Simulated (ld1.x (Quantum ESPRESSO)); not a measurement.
germanium: one change to an ultrasoft potential, before and after

germanium (Ge), ultrasoft, made with ld1.x (Quantum ESPRESSO) 7.5 (PBEsol, scalar-relativistic). Core [Ar], reference 3d10 4s1.5 4p2.5. Waves: 4s (bound): rcut 1.20, rcutus 1.65 bohr; 4s channel at 0.7 Ry: rcut 1.20, rcutus 1.65 bohr; 4p (bound): rcut 2.05, rcutus 2.30 bohr; 4p channel at 3.3 Ry: rcut 2.05, rcutus 2.30 bohr; 3d (bound): rcut 1.00, rcutus 1.10 bohr; 3d channel at -1.55 Ry: rcut 1.00, rcutus 1.10 bohr. Local part: all-electron potential smoothed inside 1.05 bohr (lloc = -1). Core correction: none. Augmentation charge: PSQ, inside the norm-conserving radii.

All-electron outer shells of the reference configuration (PBEsol, scalar-relativistic, ld1.x):

```csv
shell,level (eV),outermost node (bohr),outermost maximum (bohr)
3s,-169.03,0.26,0.54
3p,-116.34,0.23,0.54
3d,-30.20,–,0.50
4s,-12.24,0.77,1.73
4p,-4.25,0.82,2.19
```

Change: waves 4p (bound): rcut 1.90, rcutus 2.02 bohr; 4p channel at 3.3 Ry: rcut 1.90, rcutus 2.02 bohr.

Cutoffs: the cutoffs (Ry, on a coarse ladder) from which the occupation-weighted sum of valence levels, in a spherical-Bessel basis at the reference potential, stays within 10 and 1 mRy of its value at 400 Ry; they do not see the model core or the augmentation charge, which bear on the density cutoff. Errors are all-electron minus pseudo energies relative to the spin-unpolarised reference configuration.

Question: How do hardness, ghosts and transferability respond?

Answer: The potential gets neither clearly harder nor softer (140 Ry and 200 Ry → 140 Ry and 200 Ry); both files keep a bound ghost (s); of the 7 tests that both files solve, the error grows in 2 and shrinks in 3 by more than 15 % and 0.3 meV (median size 1.6 → 1.9 meV).

| quantity | base | changed |
| --- | --- | --- |
| cutoff, loose | 140 Ry | 140 Ry |
| cutoff, tight | 200 Ry | 200 Ry |
| bound ghosts | s | s |
| error for 3d10 4s2 4p2, meV [ΔE -3.96 eV] | +1.6 | +1.9 |
| error for 3d10 4s2 4p1, meV [ΔE 3.50 eV] | -0.4 | +0.9 |
| error for 3d10 4s2 4p0, meV [ΔE 18.94 eV] | -13 | -7.0 |
| error for 3d10 4s1 4p0, meV [ΔE 53.73 eV] | -19 | -16 |
| error for 3d10 4s0 4p0, meV [ΔE 99.87 eV] | +74 | +71 |
| error for 3d10 4s2 4p1.5, meV [ΔE -1.15 eV] | +1.2 | +1.9 |
| error for 3d10 4s1 4p2, meV [ΔE 12.23 eV] | -0.9 | -0.4 |
| lowest overlap eigenvalue by channel | s 0.35, p 0.39, d 0.98 | s 0.35, p 0.51, d 0.98 |

 A true bound ghost makes a file unfit for plane-wave use even where its test errors are small: the radial tests pick states by their node count and pass the ghost by.
